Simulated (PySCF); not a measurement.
Gas-phase reaction: GeH₂F₂ + HF → GeHF₃ + H₂

Energies from PySCF, thermal terms from the rigid-rotor harmonic-oscillator model, ideal gas at 1 bar. † marks an energy on the PBE0/def2-TZVP geometry and frequencies; other levels use their own. MP2 and CCSD(T) freeze the core. 6-31G* has spherical d functions here. All species are closed-shell singlets. Ge: all electrons, no relativistic terms. GeH₂F₂, GeHF₃: computed as isolated molecules; such fragments, hydroxides, amides, oligomers or adducts are transient or little studied in the gas. MP2 isn't extrapolated to the basis-set limit; its ΔH°(298 K) is -69.7 kJ in def2-SVP and -64.1 kJ in def2-TZVPP. CCSD(T) isn't extrapolated to the basis-set limit; its ΔH°(298 K) is -63.4 kJ in def2-SVP and -60.6 kJ in def2-TZVPP. The harmonic model lacks anharmonicity and excited electronic states, which grow with temperature; levels with a mode under 35 cm⁻¹ are left out.

| level | ΔE electronic, kJ | ΔH°(298 K), kJ | ΔS°(298 K), J/K | ΔG°(2000 K), kJ |
|---|---|---|---|---|
| CCSD(T)/def2-SVP† | -53 | -63 | -26 | -28 |
| HF/6-31G* | -69 | -80 | -27 | -43 |
| M06-2X/def2-TZVP† | -73 | -83 | -26 | -47 |
| MP2/def2-SVP† | -59 | -70 | -26 | -34 |
| MP2/def2-TZVPP† | -54 | -64 | -26 | -28 |
| LDA/def2-TZVP† | -49 | -60 | -26 | -24 |
ΔH° is lowest at M06-2X/def2-TZVP† and highest at LDA/def2-TZVP†. No reference value is set beside these.
